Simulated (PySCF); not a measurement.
# Tc: electron affinity

Tc⁻ [Kr] 4d6 5s2 (5D) → Tc [Kr] 4d5 5s2 (6S), as a difference of total energies. Calculation: PySCF 2.14, in aug-cc-pVTZ-PP with ECP28MDF (6s6p5d3f2g, 88 functions); a scalar-relativistic core potential. Correlated levels: valence: 4s2 4p6 frozen. The calculations carry no spin-orbit coupling.

| method | electron affinity (eV) |
| --- | --- |
| UHF | -0.956 |
| MP2 (valence) | -0.063 |
| SCS-MP2 (valence) | 0.076 |
| CCSD (valence) | 0.107 |
| CCSD(T) (valence) | 0.242 |

A negative affinity means that the anion lies above the atom at that level of theory.

The coupled-cluster amplitudes are large for Tc⁻ (T1 above 0.03 or a double amplitude above 0.15), so a single reference is strained.
